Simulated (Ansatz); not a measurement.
Relaxation of the cluster K₃I₂⁺ with RKS r2SCAN-D4/def2-SVP.

```sh
$ ansatz run in.yaml --threads 4 --pin off --events-out ev --progress --plain --max-ram 4787MiB
```

```yaml
crystal:
  periodic: [false, false, false]
  atoms:
    - {symbol: K, position_ang: [-1.516030, -1.762430, 0.134640]}
    - {symbol: K, position_ang: [-0.411470, 1.586890, -1.421980]}
    - {symbol: K, position_ang: [3.660030, 0.227340, 2.182260]}
    - {symbol: I, position_ang: [-3.433280, 0.681410, -0.744120]}
    - {symbol: I, position_ang: [1.700750, -0.733210, -0.150800]}
basis:
  gaussian: {orbitals: def2-SVP}
total_charge: 1
hamiltonian: {xc: r2scan, dispersion: d4}
scf: {lower_state_search: "off"}
output: {orbitals: {seedname: orbitals}}
relax: {f_tol: 0.02, max_steps: 100}
```

Hardware: 4 threads of Intel Xeon on a shared host. Wall time 79 s.

Positions (Å) and forces (eV/Å) at steps 1, 2, 3, 4, 7, 8, 9, 10, 13, 14 of 14:

```xyz
5
step=1 energy=-65175.6887 eV
K    -1.516   -1.762    0.135   -0.201   -0.367    0.119
K    -0.411    1.587   -1.422    0.009    0.349   -0.242
K     3.660    0.227    2.182    0.180    0.014    0.147
I    -3.433    0.681   -0.744    0.120   -0.020    0.027
I     1.701   -0.733   -0.151   -0.108    0.024   -0.051
5
step=2 energy=-65175.8055 eV
K    -1.566   -1.879    0.157   -0.117   -0.230    0.076
K    -0.407    1.684   -1.525    0.013    0.216   -0.159
K     3.700    0.202    2.199    0.108   -0.010    0.075
I    -3.354    0.663   -0.715    0.070   -0.017    0.015
I     1.627   -0.671   -0.116   -0.075    0.041   -0.008
5
step=3 energy=-65175.8864 eV
K    -1.627   -2.033    0.213   -0.042   -0.032    0.010
K    -0.396    1.832   -1.652   -0.035    0.040   -0.043
K     3.751    0.156    2.209    0.023   -0.030   -0.005
I    -3.254    0.626   -0.701    0.073   -0.026   -0.002
I     1.525   -0.581   -0.070   -0.019    0.048    0.040
5
step=4 energy=-65175.9013 eV
K    -1.656   -2.108    0.251    0.002    0.048   -0.011
K    -0.415    1.916   -1.740   -0.037   -0.030    0.018
K     3.816    0.087    2.214   -0.027   -0.029   -0.047
I    -3.198    0.586   -0.717    0.036   -0.020   -0.018
I     1.453   -0.481   -0.007    0.027    0.031    0.059
5
step=7 energy=-65175.9240 eV
K    -1.649   -1.980    0.372   -0.004    0.012    0.008
K    -0.548    1.970   -1.703    0.020    0.008    0.017
K     4.127   -0.184    2.113   -0.062    0.002   -0.053
I    -3.298    0.399   -1.075    0.005   -0.021   -0.010
I     1.369   -0.205    0.294    0.041   -0.001    0.037
5
step=8 energy=-65175.9282 eV
K    -1.669   -1.945    0.451   -0.022    0.024   -0.013
K    -0.563    2.022   -1.644   -0.006   -0.012    0.016
K     4.198   -0.250    2.029   -0.081    0.007   -0.054
I    -3.284    0.315   -1.227    0.034   -0.018    0.006
I     1.318   -0.142    0.390    0.075   -0.001    0.046
5
step=9 energy=-65175.9311 eV
K    -1.692   -1.936    0.474   -0.014    0.012   -0.007
K    -0.556    2.035   -1.607   -0.008   -0.011    0.010
K     4.214   -0.253    1.977   -0.063    0.004   -0.039
I    -3.261    0.287   -1.281    0.020   -0.006    0.001
I     1.296   -0.133    0.438    0.065    0.001    0.035
5
step=10 energy=-65175.9334 eV
K    -1.723   -1.902    0.504   -0.012    0.002   -0.006
K    -0.556    2.033   -1.538   -0.010    0.006   -0.008
K     4.241   -0.265    1.897   -0.002   -0.001   -0.003
I    -3.249    0.245   -1.382    0.030   -0.007    0.014
I     1.286   -0.111    0.519   -0.006    0.000    0.002
5
step=13 energy=-65175.9340 eV
K    -1.726   -1.910    0.511   -0.003    0.000    0.000
K    -0.555    2.047   -1.542   -0.002    0.003   -0.002
K     4.235   -0.270    1.887   -0.001   -0.001   -0.002
I    -3.229    0.238   -1.381    0.008   -0.002    0.003
I     1.275   -0.105    0.526   -0.002    0.001    0.001
5
step=14 energy=-65175.9341 eV
K    -1.732   -1.912    0.521    0.000    0.002   -0.001
K    -0.554    2.057   -1.537   -0.001   -0.001    0.000
K     4.236   -0.277    1.870    0.002   -0.001    0.001
I    -3.213    0.227   -1.395    0.002    0.000    0.000
I     1.264   -0.096    0.541   -0.003    0.001    0.000
```

In the def2 sets I takes a core potential; there is no spin–orbit coupling. Another isomer (singlet) lies 0.25 eV lower at PBE0-D4/def2-TZVP; other spin states weren't run for this one.
